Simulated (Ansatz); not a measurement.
`[SiH3][N]([SiH3])[GeH3]` + `OB(O)F` → `OB(F)O[SiH3]` + `[SiH3][NH][GeH3]`  (ligand exchange at the Si–N bond)

Gas-phase electronic energies from Ansatz, PBE0-D4/def2-TZVP geometries. CBS: MP2 limit from def2 TZ/QZ plus the TZ coupled-cluster correction, frozen cores. Functionals use def2-TZVPP. HSE06 is defined as in plane-wave codes. For Ge outer-core shells are correlated without core-valence functions, which leaves a few kJ/mol of doubt a bond. Scalar relativity is left out up to krypton. Each species was taken in one conformer, which may not be the lowest.

| level | ΔE (eV) |
| --- | --- |
| BLYP-D4 | -0.30 |
| HSE06-D4 | -0.25 |
| PBE0 | -0.30 |
| SCS-MP2/def2-TZVPP | -0.31 |

Question: What does CCSD(T)/CBS give? (Best estimate.)

Answer: Ansatz gave: -0.28 eV. The listed levels differ from it by -0.02, 0.03, -0.02, -0.03 eV.

Largest T1 diagnostic among the species: 0.012.

At CCSD(T), def2-SVP lies +0.05 eV from the extrapolated value and def2-TZVPP +0.00 eV. In def2-TZVPP, CCSD(T) changes the Hartree–Fock value by +0.23 eV (the triples alone add +0.03 eV) and MP2 by +0.25 eV. Leaving LDA and LC-ωPBE aside and taking each functional with its dispersion term where it has one, the values, not all of them listed here, spread over 0.16 eV, from B2PLYP to revPBE-D4. LDA lies +0.06 eV from PBE without D4.
